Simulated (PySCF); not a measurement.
## Fractional electron number in Os- (osmium, charge -1)

The 5d beta orbital of [Xe] 4f14 5d7 6s2 is emptied in steps (occupation f), with all orbitals relaxed, ending at [Xe] 4f14 5d6 6s2. Calculation: PySCF 2.14, in aug-cc-pVTZ-PP with ECP60MDF (6s6p5d3f2g, 88 functions); scalar relativity through the core potential. The exact energy is a straight line in f; departures are measured from the line between the end points of the same method.

```csv
f,TPSS (eV)
1,0.000
0.9,-0.287
0.7,-0.687
0.5,-0.837
0.3,-0.716
0.1,-0.312
0,0.000
```

Question: For TPSS, how does the orbital energy at f = 1 compare with the removal energy?

Answer: −ε = -1.915 eV against a total-energy difference of 1.219 eV. By Janak's theorem ε = ∂E/∂f, so the gap between them reflects the curvature. Along the path −ε is -1.371 (f = 0.9), -0.175 (f = 0.7), 1.133 (f = 0.5), 2.523 (f = 0.3), 3.967 (f = 0.1) eV.

At f = 1 the orbital energy is positive for TPSS: only the finite basis holds the electron.

Reference removal energy between the ground levels: 1.078 eV (measured; photodetachment measurements, as compiled on the Wikipedia data page of electron affinities). The calculation has no spin-orbit coupling. The determinant left behind need not be the lowest term of the ion.
